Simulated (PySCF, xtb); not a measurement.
AsH5O3Si, SMILES [AsH2][Si](O)(O)O. The values are those of a single conformer.

Harmonic wavenumbers (cm⁻¹) from GFN2-xTB (xtb) at its own minimum, in rising order: 64, 68, 120, 161, 230, 253, 264, 274, 343, 430, 656, 675, 783, 808, 828, 848, 885, 930, 1016, 1877, 1886, 3634, 3668, 3692.

What does PBE-D3(BJ)/def2-SVP (PySCF) give at its own minimum? (Estimate from the structure and the level; the computed values follow.)

91, 116, 146, 210, 211, 226, 261, 295, 352, 419, 576, 627, 753, 787, 801, 843, 914, 941, 956, 2113, 2130, 3734, 3759, 3764. Paired by order, the mean absolute difference is 54 cm⁻¹ and the zero-point energies are 34.9 and 35.8 kcal/mol.
